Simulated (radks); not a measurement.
Neutral ytterbium inside a hard spherical wall (all orbitals vanish at R), configuration held at [Xe] 4f14 6s2 and not refilled when levels cross. Calculated with a radial shooting solver on a logarithmic mesh with Libxc functionals: scalar-relativistic Kohn-Sham, PBE, spin-unpolarised, spherical densities, finite nucleus; Fermi nuclear charge, rms radius 5.3108 fm. Eigenvalues in eV, with the zero of energy where the potential of the charges vanishes at infinity; a dash marks a level that is unbound or too diffuse for the functional's potential to be trusted. A positive occupied level is held by the wall or, in an anion where self-interaction has pushed it up, behind a barrier. The pressure on the wall is -dE/dV.

R (bohr)  E (hartree)  kinetic (hartree)    e(5s)    e(5p)   e(6s)   e(4f)  e(6p, empty)  e(5d, empty)  pressure (GPa)
free      -14058.1415          15316.097  -54.909  -27.428  -3.920  -3.021             -             -               0
15        -14058.1415          15316.097  -54.907  -27.427  -3.918  -3.019        -1.091        -0.662        0.000125
12        -14058.1412          15316.100  -54.883  -27.403  -3.900  -2.995        -1.007        -0.621         0.00431
10        -14058.1395          15316.115  -54.775  -27.295  -3.814  -2.889        -0.768        -0.490          0.0449
8         -14058.1279          15316.191  -54.328  -26.854  -3.413  -2.452         0.064        -0.007           0.475
7         -14058.1062          15316.306  -53.783  -26.320  -2.838  -1.917         1.112         0.580            1.60
6         -14058.0497          15316.560  -52.816  -25.383  -1.597  -0.959         3.216         1.668            5.77
2.5       -14051.5001          15340.663  -27.567    0.757  74.016  28.456        99.707        39.210            4540
2         -14040.1060          15378.884   -0.900   32.051  168.30  57.702        205.98        81.533           23100
1.5       -13997.1416          15511.233   85.707   134.04  442.47  130.00        500.63        208.39          174000
